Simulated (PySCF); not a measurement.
# Kr²¹⁺ (krypton, charge +21) across methods

[Ne] 3s2 3p3, high-spin 4S determinant. All numbers are calculated (PySCF 2.14, no relativity, point nucleus, in an uncontracted even-tempered set (17 s from 2.2 bohr⁻², ratio 2.5; 11 p from 2.9 bohr⁻², ratio 2.5; 5 d from 13 bohr⁻², ratio 2.7; 4 f from 20 bohr⁻², ratio 2.7)).

```json
{"method": "LDA", "E (hartree)": "-2482.661", "mean ε 3s α (eV)": "-969.82", "mean ε 3s β (eV)": "-956.73", "mean ε 3p α (eV)": "-914.00", "Σ⟨r²⟩ (bohr²)": "1.475", "⟨S²⟩": "3.750"}
{"method": "PBE", "E (hartree)": "-2486.145", "mean ε 3s α (eV)": "-971.44", "mean ε 3s β (eV)": "-956.77", "mean ε 3p α (eV)": "-914.71", "Σ⟨r²⟩ (bohr²)": "1.474", "⟨S²⟩": "3.750"}
{"method": "B97-3", "E (hartree)": "-2486.295", "mean ε 3s α (eV)": "-981.50", "mean ε 3s β (eV)": "-962.41", "mean ε 3p α (eV)": "-921.28", "Σ⟨r²⟩ (bohr²)": "1.474", "⟨S²⟩": "3.750"}
{"method": "r2SCAN", "E (hartree)": "-2486.450", "mean ε 3s α (eV)": "-976.35", "mean ε 3s β (eV)": "-956.97", "mean ε 3p α (eV)": "-917.00", "Σ⟨r²⟩ (bohr²)": "1.475", "⟨S²⟩": "3.750"}
{"method": "PBE0", "E (hartree)": "-2486.228", "mean ε 3s α (eV)": "-980.99", "mean ε 3s β (eV)": "-961.51", "mean ε 3p α (eV)": "-921.11", "Σ⟨r²⟩ (bohr²)": "1.474", "⟨S²⟩": "3.750"}
{"method": "MN15", "E (hartree)": "-2487.104", "mean ε 3s α (eV)": "-971.26", "mean ε 3s β (eV)": "-963.04", "mean ε 3p α (eV)": "-921.30", "Σ⟨r²⟩ (bohr²)": "1.469", "⟨S²⟩": "3.750"}
```

**Question.** Estimate the same row for UHF.

**Answer.** E (hartree) = -2485.84847; mean ε 3s α (eV) = -1008.3; mean ε 3s β (eV) = -973.41; mean ε 3p α (eV) = -938.98; Σ⟨r²⟩ (bohr²) = 1.477; ⟨S²⟩ = 3.750.

Spin-orbit coupling is strong in this species (close to jj coupling), so the high-spin LS determinant is a model state, not a physical level.
